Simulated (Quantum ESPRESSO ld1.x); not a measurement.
The numbers below are computed, except where a source is named.
All-electron atom: Ag XXXVII in [Ne] 3s1. Code: ld1.x of Quantum ESPRESSO 7.5. Model: scalar-relativistic Kohn-Sham, LDA (Slater exchange, VWN5 correlation), spin-polarised, spherical densities, point nucleus; open shells are filled with parallel spins first.

Normalised radial functions P(r) = r R(r), r in bohr:

r,3s down,4s up,4s down
0.003094,0.3332,0.2100,0.2087
0.003489,0.3654,0.2303,0.2288
0.003934,0.3998,0.2519,0.2503
0.0044,0.4335,0.2731,0.2714
0.004961,0.4711,0.2967,0.2949
0.005594,0.5099,0.3211,0.3192
0.006307,0.5493,0.3459,0.3438
0.007054,0.5860,0.3689,0.3666
0.007953,0.6242,0.3928,0.3904
0.008968,0.6601,0.4152,0.4126
0.01011,0.6920,0.4350,0.4323
0.0114,0.7180,0.4511,0.4483
0.01275,0.7351,0.4614,0.4586
0.01438,0.7431,0.4659,0.4630
0.01621,0.7376,0.4617,0.4588
0.01828,0.7154,0.4468,0.4440
0.02044,0.6766,0.4213,0.4187
0.02305,0.6127,0.3797,0.3773
0.02599,0.5228,0.3214,0.3194
0.0293,0.4045,0.2451,0.2436
0.03304,0.2569,0.1502,0.1492
0.03695,0.0934,0.0454,0.0451
0.04166,-0.1064,-0.0821,-0.0816
0.04697,-0.3254,-0.2210,-0.2196
0.05296,-0.5537,-0.3643,-0.3621
0.05924,-0.7627,-0.4934,-0.4904
0.06679,-0.9651,-0.6150,-0.6112
0.07531,-1.1242,-0.7047,-0.7003
0.08491,-1.2163,-0.7462,-0.7415
0.09574,-1.2183,-0.7240,-0.7194
0.1071,-1.1216,-0.6349,-0.6307
0.1207,-0.9016,-0.4607,-0.4575
0.1361,-0.5615,-0.2095,-0.2077
0.1535,-0.1177,0.1003,0.1004
0.1717,0.3599,0.4124,0.4105
0.1936,0.8914,0.7248,0.7208
0.2182,1.3826,0.9564,0.9505
0.2461,1.7694,1.0473,1.0405
0.2774,1.9990,0.9515,0.9453
0.3103,2.0458,0.6791,0.6757
0.3499,1.9195,0.2164,0.2180
0.3945,1.6466,-0.3514,-0.3439
0.4448,1.2883,-0.9151,-0.9035
0.4975,0.9385,-1.3328,-1.3211
0.5609,0.6039,-1.5771,-1.5698
0.6325,0.3466,-1.5771,-1.5770
0.7131,0.1753,-1.3667,-1.3735
0.804,0.0770,-1.0332,-1.0440
0.8993,0.0311,-0.7024,-0.7134
1.014,0.0099,-0.4036,-0.4122
1.143,0.0026,-0.1982,-0.2037
1.289,0.0006,-0.0821,-0.0848
1.442,0.0001,-0.0304,-0.0316
1.626,0.0000,-0.0086,-0.0090
1.833,0.0000,-0.0019,-0.0020

3s down (empty): eigenvalue -2328.4 eV, 2 radial nodes at r = 0.0392, 0.158 bohr, <r> = 0.319 bohr, 90 % of the charge inside 0.462 bohr. 4s up (empty): eigenvalue -1258.0 eV, 3 radial nodes at r = 0.0386, 0.148, 0.367 bohr, <r> = 0.587 bohr, 90 % of the charge inside 0.825 bohr. 4s down (empty): eigenvalue -1250.9 eV, 3 radial nodes at r = 0.0386, 0.148, 0.367 bohr, <r> = 0.590 bohr, 90 % of the charge inside 0.829 bohr.
